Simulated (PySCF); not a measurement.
**How methods differ on the excitation energy of Ca**

Ca [Ar] 4s2 (1S) → Ca [Ar] 3d1 4s1 (3D), as a difference of total energies. Computed with PySCF 2.14 in aug-cc-pVDZ-X2C, with the spin-free X2C one-electron Hamiltonian (Gaussian nucleus). Correlated levels: valence: [Ar] frozen. The calculations carry no spin-orbit coupling.

```json
{"method": "UHF", "excitation energy (eV)": "2.372"}
{"method": "LDA", "excitation energy (eV)": "1.829"}
{"method": "PBE0", "excitation energy (eV)": "1.919"}
{"method": "r2SCAN", "excitation energy (eV)": "1.566"}
{"method": "M06-L", "excitation energy (eV)": "2.253"}
{"method": "B3LYP", "excitation energy (eV)": "2.010"}
{"method": "revPBE", "excitation energy (eV)": "1.694"}
{"method": "MP2 (valence)", "excitation energy (eV)": "2.818"}
{"method": "SCS-MP2 (valence)", "excitation energy (eV)": "2.935"}
```

Problem. Estimate what PBE gives.

Solution. 1.733 eV, closest to revPBE among the rows shown.

Problem. Estimate what wB97M-V gives.

Solution. 2.342 eV, closest to UHF among the rows shown.

Errors of the correlated levels include the incompleteness of this basis and the frozen core.

For comparison: 2.524 eV (measured; NIST levels, between the centres of gravity of the two terms).
